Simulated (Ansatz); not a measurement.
H4AlSi, SMILES `[AlH-][SiH3]` (lower singlet) (charge -1, multiplicity 1). This singlet lies 0.61 eV below the relaxed triplet at the level frozen-core CCSD(T)/aug-cc-pVTZ // B3LYP-D3(BJ)/def2-TZVPD (Ansatz, a program for electronic structure).

These are HSE06/aug-cc-pVTZ // B3LYP-D3(BJ)/def2-TZVPD (Ansatz) values and carry that method's errors.

Ansatz 0.2 input:
```yaml
crystal:
  periodic: [false, false, false]
  atoms:
    - { symbol: Al, position_ang: [1.910631, -0.637488, -0.650017] }
    - { symbol: Si, position_ang: [-0.572269, -0.004666, -0.144624] }
    - { symbol: H, position_ang: [2.329504, 0.142203, 0.781663] }
    - { symbol: H, position_ang: [-0.874984, 1.473576, -0.006531] }
    - { symbol: H, position_ang: [-1.145201, -0.554708, 1.145701] }
    - { symbol: H, position_ang: [-1.647682, -0.418916, -1.126191] }
basis:
  gaussian: { orbitals: aug-cc-pVTZ }
hamiltonian:
  xc: hse06
total_charge: -1
```

Output:

```
Functional definition: HSE06
965 factors; their error is unknown
101 factors; integrals over basis functions are off by at most 8.4e-6 eV
mean field evaluation 1: about -14532.2858 eV, gradient 1.2e1 eV
mean field evaluation 2: about -14532.6294 eV, gradient 6.7e0 eV
mean field evaluation 4: about -14532.8981 eV, gradient 3.5e-1 eV
mean field evaluation 8: about -14532.9612 eV, gradient 1.4e-1 eV
mean field -14532.96123787 eV, -534.0764746967 hartree, gradient 7.1e-5 eV, S^2 0.000000; 0 other end points of the search recorded, 0 dependent functions left out
reference -14532.96130989 eV, -534.0764773434 hartree; 16, 16 occupied and 176, 176 virtual orbitals, 965 factors
Total energy: -14532.96130989 eV, -534.0764773434 hartree
```
